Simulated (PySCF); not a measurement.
# Bond length, frequency and bond energy of PdBr by level of theory

State: ²Σ⁺ (doublet), unpaired electrons σ ↑. Set-up: basis Pd def2-TZVPP with ECP28, Br def2-TZVPP; scalar-relativistic core potentials; PySCF 2.14. De refers to Pd (4d10) + Br in their high-spin ground configurations, without counterpoise correction. The functionals are run spin-unrestricted. A positive dipole means Pd(−)Br(+).

| Level | Re (Å) | ωe (cm⁻¹) | De (eV) | μ (D) |
| --- | --- | --- | --- | --- |
| UHF | 2.486 | 231 | n/a | -7.20 |
| UHF-MP2 | 2.324 | 271 | n/a | n/a |
| UHF-SCS-MP2 | 2.356 | 261 | n/a | n/a |
| PBE | 2.357 | 255 | 2.89 | -3.85 |
| PBEsol | 2.322 | 270 | 3.15 | -3.71 |
| revPBE | 2.375 | 247 | 2.69 | -3.96 |
| PW91 | 2.356 | 256 | 2.92 | -3.83 |
| BP86 | 2.359 | 255 | 2.85 | -3.83 |
| r²SCAN | 2.349 | 262 | 3.09 | -4.34 |
| PBE0 | 2.360 | 261 | 2.76 | -4.68 |
| CAM-B3LYP | 2.371 | 261 | 2.60 | -4.88 |

(1) What does a quarter of exact exchange do here, going from PBE to PBE0?

(2) What does the step from GGA to meta-GGA do here, going from PBE to r²SCAN?

Correlated steps freeze 9 core orbitals. The metal atom is held in its measured ground configuration; semilocal functionals can put another filling of s and d lower by some tenths of an eV, and De to that atom would be smaller. Spin–orbit coupling is left out, which matters for elements this heavy, above all for dissociation energies. The state is the lowest single determinant that the PBE0 search found; with open d or f shells the true ground state can be another one.

The whole job (state search and all levels along the bond) took about 6.3 min on 2 threads of Arm Neoverse V1 (shared host), peak memory 3.9 GiB.

Results:

(1) PBE0 less PBE: +0.3 pm in Re, +2.4 % in ωe, -0.13 eV in De. Exact exchange removes part of the self-interaction that spreads semilocal densities, and in most molecules shortens and stiffens the bond and lowers De; here Re goes the other way.

(2) r²SCAN less PBE: -0.8 pm in Re, +2.7 % in ωe, +0.20 eV in De.
